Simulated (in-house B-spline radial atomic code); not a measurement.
The numbers below are computed, except where a source is named.
**C6 from the polarisability at imaginary frequency: O⁴⁺**

RPBE linear response of the closed shell [He] 2s2, from a B-spline radial code for spherical atoms; non-relativistic, point nucleus, no spin-orbit coupling.

The dispersion coefficient of two like species is C6 = (3/π) ∫ α(iu)² du from 0 to ∞.

```json
{"u (hartree)": "0", "α(iu) (bohr³)": "1.194"}
{"u (hartree)": "0.335", "α(iu) (bohr³)": "0.9802"}
{"u (hartree)": "0.783", "α(iu) (bohr³)": "0.5663"}
{"u (hartree)": "1.34", "α(iu) (bohr³)": "0.3101"}
{"u (hartree)": "2.24", "α(iu) (bohr³)": "0.1601"}
{"u (hartree)": "3.35", "α(iu) (bohr³)": "0.0928"}
{"u (hartree)": "5.03", "α(iu) (bohr³)": "0.05182"}
{"u (hartree)": "7.83", "α(iu) (bohr³)": "0.02653"}
{"u (hartree)": "11.2", "α(iu) (bohr³)": "0.01521"}
{"u (hartree)": "16.8", "α(iu) (bohr³)": "0.008054"}
{"u (hartree)": "28", "α(iu) (bohr³)": "0.003555"}
{"u (hartree)": "55.9", "α(iu) (bohr³)": "0.001087"}
```

(1) Fit one oscillator, α(iu) = α(0)/(1 + u²/ω²), through u = 0.783 and estimate C6.

(2) How does that compare with the full integral?

Answers

(1) From α(0)/α(iu) − 1 = 1.194/0.5663 − 1 = 1.1084, ω = u/√1.1084 = 0.7437 hartree (20.2 eV). London's formula gives C6 = (3/4) α(0)² ω = 0.75 × 1.194² × 0.7437 = 0.7952 hartree·bohr⁶, and the oscillator holds f = α(0) ω² = 0.66 electrons, of a sum of oscillator strengths of 4.0.

(2) The program's quadrature over all excitations gives C6 = 0.8232, so the single oscillator is off by -3.4 %. At the last point the fit gives α = 0.000211 against 0.00109: higher excitations, and deeper shells where there are any, keep the true curve higher at large u.
